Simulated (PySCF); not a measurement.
## Relaxation of quartet RuCl3

These are results of UPBE0/[Ru def2-TZVP with ECP28, Cl def2-TZVP], scalar-relativistic core potentials, density fitting, no spin–orbit coupling, PySCF, not measurements. A (50,194) grid was used.

A hand-made T-shaped start, of C2v symmetry, held to at least that symmetry:

```xyz
4
charge 0 multiplicity 4, angstrom
Ru    0.0000    0.0000   -0.4052
Cl    0.0000    0.0000    1.8348
Cl    2.2386    0.0000   -0.3270
Cl   -2.2386    0.0000   -0.3270
```

Optimiser trace:
```
step  E − E(last) (kJ/mol)  largest gradient (Eh/bohr)
   0                 39.39                     0.02813
   1                 20.98                     0.01923
   2                  3.19                     0.00649
   3                  0.59                     0.00396
   4                  0.02                     0.00047
   5                  0.00                     0.00012
   6                  0.00                     0.00004
```

It ends at C2v with Ru–Cl 2.207 Å (×3); Cl–Ru–Cl 102.7° (×2), Cl–Ru–Cl 154.7°. A frequency run shows a minimum. Other isomers or separated fragments may lie lower.

Final geometry:
Z-matrix (Å, degrees; charge 0 multiplicity 4):
```
Ru
Cl 1 2.2063
Cl 1 2.2066 2 102.65
Cl 1 2.2066 2 102.65 3 180.00
```

With open d or f shells other occupations or spin states may lie lower.
